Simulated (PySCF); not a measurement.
The multiplicity is imposed and other spin states were not computed.

**[Zn(OCH3)(F)] (charge 0, multiplicity 1)**

Method: TPSSh-D3(BJ)/def2-TZVP // BP86-D3(BJ)/def2-SVP in PySCF.

```
Item                                                              Value
----------------------------------------  -----------------------------
HOMO                                                           -7.00 eV
dipole moment                                                    1.91 D
HOMO–LUMO gap                                                   5.15 eV
LUMO                                                           -1.85 eV
charge on the central atom (Mulliken)                            0.73 e
charge on the central atom (meta-Löwdin)                         1.35 e
total energy                                              -1994.4897 Ha
cost                                      very roughly 2.9 core-minutes
```

```xyz
7

Zn    -0.0037    -0.0086    -0.0022
O     -1.6009    -0.7124     0.3214
C     -2.7323    -0.4176    -0.4704
H     -3.0185     0.6639    -0.4648
H     -3.6014    -0.9805    -0.0587
H     -2.6273    -0.7263    -1.5405
F      1.6234     0.5909    -0.1787
```
Charge 0, spin multiplicity 1.
